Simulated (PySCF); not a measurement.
C₄H₁₀NSSi (doublet state).
Cartesian coordinates in Å at the GFN2-xTB level; atoms count from 1:
```xyz
17
C4H10NSSi angstrom
C     -1.9983    1.3077    0.3996
C     -0.8255    0.6542    0.1819
C     -0.6716   -0.7290    0.1544
C     -1.8045   -1.6697    0.4039
S      0.8638   -1.5010   -0.1301
Si     2.1893   -0.0533   -1.0461
N      2.6597    1.0559    0.1763
H     -2.9231    0.7880    0.5697
H     -2.0337    2.3816    0.4088
H      0.0619    1.2530    0.0212
H     -2.2586   -1.4799    1.3773
H     -1.4530   -2.6976    0.3759
H     -2.5784   -1.5451   -0.3558
H      3.2158   -0.9435   -1.5794
H      1.4762    0.6766   -2.0832
H      3.3503    1.7609   -0.0203
H      2.7226    0.7532    1.1359
```

The hyperfine couplings belong to this conformer and change with its torsions.

As a line formula: `[CH2]/C=C(\C)S[SiH2]N` [radical].

Method: PySCF, UKS B3LYP, pcH-1 on C H N S Si, non-relativistic, mean-field spin-orbit, GIAO. One conformer (not necessarily the lowest) at the GFN2-xTB geometry, without solvent, vibrations or thermal averaging. A GFN2-xTB geometry isn't a minimum of the functional, and hyperfine couplings can be far from their values at a DFT geometry. The SCF solution wasn't tested for stability.

Predict the first-order ENDOR lines of H11/H12/H13, H9, H8, H10 and H14/H15 under fast tumbling at B = 335.6 mT (X band).

ν± = |νn ± a/2|, one line for each electron-spin manifold; νn = |g_N| × 7.62259 MHz/T × B.

```csv
nuclei,isotope,g_N,νn (MHz),a_iso (MHz),lower line (MHz),upper line (MHz)
H11/H12/H13,1H,5.5857,14.29,36.41,3.91,32.49
H9,1H,5.5857,14.29,-35.17,3.29,31.87
H8,1H,5.5857,14.29,-33.72,2.57,31.15
H10,1H,5.5857,14.29,10.44,9.07,19.51
H14/H15,1H,5.5857,14.29,1.19,13.69,14.88
```

Which pairs are centred on the nuclear Larmor frequency, and which on half the coupling?

Centred on νn, since |a| < 2νn: H10 and H14/H15. Centred on |a|/2 and split by 2νn: H11/H12/H13, H9 and H8.

At what field would the lower line of H11/H12/H13 fall to zero frequency?

Where νn = |a|/2, that is B = 18.20 MHz/(5.5857 × 7.62259 MHz/T) = 428 mT, as far as first order holds there.

Couplings of abundant isotopes left out: N7 (2.0 MHz).

Means are taken over nuclei equivalent by connectivity, which assumes that they swap fast. H8 and H9 aren't averaged: C1 is flat or nearly so (angle sum 360°), and its turn about the short C1–C2 bond (1.36 Å) is taken as slow. H16 and H17 aren't averaged: N7 is flat or nearly so (angle sum 351°), and its turn about the short N7–Si6 bond (1.72 Å) is taken as slow. The three 1H nuclei of mean +36.4 MHz run from 2.1 to 58.8 MHz in the frozen geometry.
